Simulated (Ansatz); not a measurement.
Ansatz (a first-principles code) input (RI-MP2/def2-QZVPPD):
A basis named .json is the Basis Set Exchange file of that set.

Ansatz 0.2 input:
```yaml
crystal:
  periodic: [false, false, false]
  atoms:
    - {symbol: C, position_ang: [-2.46620919, 0.24935079, 0.07326835]}
    - {symbol: Si, position_ang: [-0.61626031, 0.06230818, 0.01830841]}
    - {symbol: I, position_ang: [0.41150953, 2.22153440, -0.54103571]}
    - {symbol: I, position_ang: [0.19931243, -0.68577053, 2.21071667]}
    - {symbol: I, position_ang: [-0.00859793, -1.59665289, -1.68757236]}
    - {symbol: H, position_ang: [-2.73809919, 0.98572517, 0.83030253]}
    - {symbol: H, position_ang: [-2.83035733, 0.58153028, -0.89952405]}
    - {symbol: H, position_ang: [-2.92451766, -0.70855706, 0.32153841]}
basis:
  gaussian:
    orbitals: def2-QZVPPD.json
    fitting: {mean_field: def2-universal-jkfit, correlation: def2-QZVPPD-RIFIT.json}
magnetization: {spin_polarized: true, initial_magnetization: 2}
correlation: {method: mp2, electrons: outside_noble_gas}
```

Output:

```
Functional definition: HF
integrals: 1.93 GiB planned
911 factors; integrals over basis functions are off by at most 1.6e0 eV
2.10 GiB of device memory are held for the factors and their scratch space
mean field: 3.68 GiB planned
mean field evaluation 1: about -33154.8043 eV, gradient 2.1e1 eV
mean field evaluation 2: about -33156.9362 eV, gradient 1.0e1 eV
mean field evaluation 4: about -33157.6053 eV, gradient 1.6e0 eV
mean field evaluation 8: about -33157.6675 eV, gradient 8.8e-2 eV
mean field evaluation 16: about -33157.8213 eV, gradient 1.5e0 eV
mean field evaluation 32: about -33157.8203 eV, gradient 1.5e0 eV
mean field evaluation 64: about -33158.2536 eV, gradient 1.9e-3 eV
mean field evaluation 96: about -33158.2536 eV, gradient 1.5e-4 eV
mean field evaluation 128: about -33158.2944 eV, gradient 3.8e-2 eV
mean field evaluation 160: about -33158.2536 eV, gradient 9.0e-5 eV
mean field evaluation 192: about -33156.9361 eV, gradient 1.0e1 eV
mean field evaluation 224: about -33158.2983 eV, gradient 6.9e-3 eV
mean field -33158.29833583 eV, -1218.5449883398 hartree, gradient 3.1e-8 eV, S^2 2.024413; 20 other end points of the search recorded, 0 dependent functions left out
33 core orbitals not correlated
1411 factors; their error is unknown
reference -33158.29833583 eV, -1218.5449883398 hartree; 17, 15 occupied and 461, 463 virtual orbitals, 1411 factors
second order -21.14008017 eV of doubles, -0.00000000 eV of singles
Total energy: -33179.43841599 eV, -1219.3218719567 hartree
```

This state (charge 0, triplet) is run at the relaxed geometry of the species with charge 0 and multiplicity 1, and is a spin state other than that species' own.
